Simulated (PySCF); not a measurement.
Compound: C₅H₃FNO (charge -1).
Geometry (GFN2-xTB, Å), atoms numbered from 1 in this order:
```xyz
11
C5H3FNO angstrom
C     -1.9066   -0.0633    0.0144
C     -0.6789   -0.5845    0.0830
C      0.5559    0.1464   -0.0253
C      0.5236    1.5257   -0.2219
N      0.4640    2.6688   -0.3847
C      1.8108   -0.4501    0.0550
O      2.9399   -0.0243   -0.0116
F      1.7208   -1.8768    0.2612
H     -2.7878   -0.6791    0.1046
H     -2.0666    0.9923   -0.1337
H     -0.5697   -1.6523    0.2331
```

The geometry is computed with GFN2-xTB (gas phase).

Masses are those of the commonest isotopes; rigid-rotor values at the optimised geometry. The values belong to one conformer with, in the numbering `[CH2:1]=[CH:2]/[C:3]([C:4]#[N:5])=[C:6](/[O-:7])[F:8]`, C1–C2–C3–C4 0°.

Problem. What are A, B and C (GHz)?

Solution. Ia = 179.79, Ib = 271.46, Ic = 451.25 u·Å²; 505379 MHz·u·Å²/I gives 2811, 1862 and 1120 MHz, that is A = 2.8109, B = 1.8617, C = 1.1199 GHz.

Problem. What kind of rotor is it?

Solution. An asymmetric top: κ = (2 × 1862 − 2811 − 1120)/(2811 − 1120) = -0.12.

Problem. Is it planar, by Δ = Ic − Ia − Ib?

Solution. Planar: Δ = Ic − Ia − Ib = 0.00 u·Å². For a rigid frame Δ = −2 Σ m c², so it vanishes when all atoms lie in the ab plane; here none is more than 0.01 Å from it.

Problem. Where do the levels up to J = 3 lie, in MHz?

Solution. Above 0(0,0):
J = 1: 1(0,1) 2982, 1(1,1) 3931, 1(1,0) 4673
J = 2: 2(0,2) 8649, 2(1,2) 9152, 2(1,1) 11378, 2(2,1) 14225, 2(2,0) 14521
J = 3: 3(0,3) 16628, 3(1,3) 16825, 3(1,2) 21195, 3(2,2) 23170, 3(2,1) 24432, 3(3,1) 29930, 3(3,0) 30011
Those of J = 1 are B + C, A + C and A + B.

Problem. Estimate the classical rotational partition function at 10 K, 25 K and 50 K.

Solution. Point group Cs, symmetry number σ = 1; q = (√π/σ)·√((kT/h)³/(ABC)), k/h = 20836.6 MHz/K: 2200 at 10 K, 8700 at 25 K, 24600 at 50 K.

No frequency check. No vibrational averaging or centrifugal distortion is included, and the geometry carries the error of its method.
